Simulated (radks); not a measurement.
The numbers below are computed, except where a source is named.
Q: All-electron atom: Ni XIX in [Ne]. Code: a radial shooting solver on a logarithmic mesh with Libxc functionals. Model: scalar-relativistic Kohn-Sham, SCAN, spin-polarised, spherical densities, finite nucleus; meta-GGA in the generalised Kohn-Sham scheme; Fermi nuclear charge, rms radius 3.7757 fm. Some entries of the table are withheld. Estimate them.

orbital,occ.,eigenvalue (eV),<1/r> (bohr^-1)
1s,2,(1),(2)
2s,2,-1636.329,6.190
2p,6,(3),6.058

A: 
(1) 1s eigenvalue (eV): -8921.788
(2) 1s <1/r> (bohr^-1): 28.10
(3) 2p eigenvalue (eV): -1501.830
